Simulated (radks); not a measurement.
Results of a calculation; reference values are marked as such.
Species: P V. Configuration: [He] 2s2 2p5.75 3s1 3d0.25 (fractional occupations, a model configuration). Level of theory: scalar-relativistic Kohn-Sham, PBE, spin-unpolarised, spherical densities, finite nucleus; Fermi nuclear charge, rms radius 3.1889 fm (a radial shooting solver on a logarithmic mesh with Libxc functionals).

X-ray form factor f0, the Fourier transform of the density (f0(0) = 11):

sin(theta)/lambda (1/angstrom)  f0 (electrons)
0.05                                    10.889
0.1                                     10.578
0.15                                    10.126
0.2                                      9.599
0.25                                     9.052
0.3                                      8.514
0.4                                      7.508
0.5                                      6.579
0.6                                      5.710
0.8                                      4.196
1                                        3.081
1.25                                     2.215
1.5                                      1.748
2                                        1.336
